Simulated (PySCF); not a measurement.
# Static response to an electric field

Compound: [II2]- (charge -1).
Structure used (PBE0-D3(BJ)/def2-SVP), in Å, numbered top down from 1:
```xyz
3
I3 angstrom
I     -0.0028   -0.0016    0.0004
I     -0.0186   -0.0244    2.9642
I      0.0214    0.0260   -2.9646
```

Level: PBE0/def2-SVPD (PySCF), static field, nuclei fixed, core orbitals frozen in the response. The polarisability tensor in these axes (au):

```
x   102.33   0.01  -1.44
y     0.01 102.34  -1.81
z    -1.44  -1.81 315.10
```

Question: Give the principal values, the mean and the anisotropy Δα = √{½[(α1 − α2)² + (α2 − α3)² + (α1 − α3)²]}.

Answer: Principal values 102.32, 102.32 and 315.13 au; mean 173.26 au = 25.67 Å³ = 28.57 × 10⁻⁴⁰ C²·m²/J; Δα = 212.81 au (123 % of the mean).

Question: What depolarisation ratio follows for Rayleigh scattering of linearly polarised light, taking the static tensor?

Answer: ρ = 3Δα²/(45ᾱ² + 4Δα²) = 135861.7/(1350812 + 181149.0) = 0.0887.

Question: In TDDFT the mean static polarisability is Σ f/ω² over all singlet excitations (ω in hartree). How much of it do the 10 lowest give? Their energies (eV) and oscillator strengths: 2.41, 0.0000; 2.41, 0.0000; 3.12, 0.0031; 3.12, 0.0031; 3.95, 0.0001; 3.95, 0.0000; 4.32, 1.6581; 5.31, 0.0000; 5.31, 0.0000; 5.58, 0.0892.

Answer: They add up to 68.24 au, 39.4 % of the 173.26 au; the largest single term is 65.65 au, from the state at 4.32 eV. Terms in order: 0.00, 0.00, 0.23, 0.23, 0.00, 0.00, 65.65, 0.00, 0.00, 2.12 au. Higher excitations give the rest. The strengths listed sum to 1.754.

Geometry: PBE0-D3(BJ)/def2-SVP; no solvent, vibrations or thermal averaging. Atoms past krypton carry effective core potentials; spin–orbit coupling is left out. The geometry's basis has no diffuse functions.
